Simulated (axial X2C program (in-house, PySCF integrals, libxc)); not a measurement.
Spin–orbit effects down a group: molecules with Be (ions), CCSD(T)

Computed with an in-house all-electron X2C program for linear molecules (integrals from PySCF), spin-free (one-electron X2C) or two-component (2c: spin–orbit coupling with atomic mean-field Coulomb and Gaunt terms, which also bring small scalar terms), in Dyall basis sets with cores contracted in-house; open shells are unrestricted.

Basis sets: Be dyall-cv3z, H dyall-v3z, Li dyall-cv3z, Na dyall-cv3z. Frozen shells (counts by l): BeH⁺ Be 1s, H none, 2 electrons correlated; LiBe⁺ Be 1s, Li 1s, 2 electrons correlated; NaBe⁺ Na 1s, Be 1s, 10 electrons correlated. Coupled cluster in natural virtuals with an MP2 remainder. Where the outer core of a metal is frozen, bonds come out longer and ionisation energies lower. Frozen cores can differ along the series, which adds to the trend.

| molecule | spin-free state | Re (Å) | ωe (cm⁻¹) | De (eV) | 2c state | Re 2c (Å) | ωe 2c (cm⁻¹) | De 2c (eV) |
| --- | --- | --- | --- | --- | --- | --- | --- | --- |
| BeH⁺ | M_S = 0, Λ = 0 | 1.317 | 2199.9 | 3.15 | Ω = 0 | 1.317 | 2199.8 | 3.15 |
| LiBe⁺ | M_S = 0, Λ = 0 | 2.629 | 313.7 | 0.59 | Ω = 0 | 2.629 | 313.7 | 0.59 |
| NaBe⁺ | M_S = 0, Λ = 0 | 2.972 | 200.3 | 0.39 | Ω = 0 | 2.973 | 200.3 | 0.39 |

Problem. Work out the shifts from the spin-free to the two-component result.

Solution. 

| molecule | 2c state | ΔRe (Å) | Δωe (cm⁻¹) | ΔDe (eV) |
| --- | --- | --- | --- | --- |
| BeH⁺ | Ω = 0 | 0.000 | -0.1 | 0.00 |
| LiBe⁺ | Ω = 0 | 0.000 | 0.0 | 0.00 |
| NaBe⁺ | Ω = 0 | 0.001 | 0.0 | 0.00 |

Shifts of one unit in the last digit are rounding.

Fragments in 2c: Be+ + H, Be + Li+, Na+ + Be. Each entry is the lowest single determinant of a limited PBE0 search at one distance. De goes to single-determinant-based atoms at the same level (for ions the charge split of lowest energy) and is withheld (n/a) where an atom does not fit its ground term or J level. Main or longest-lived isotopes.
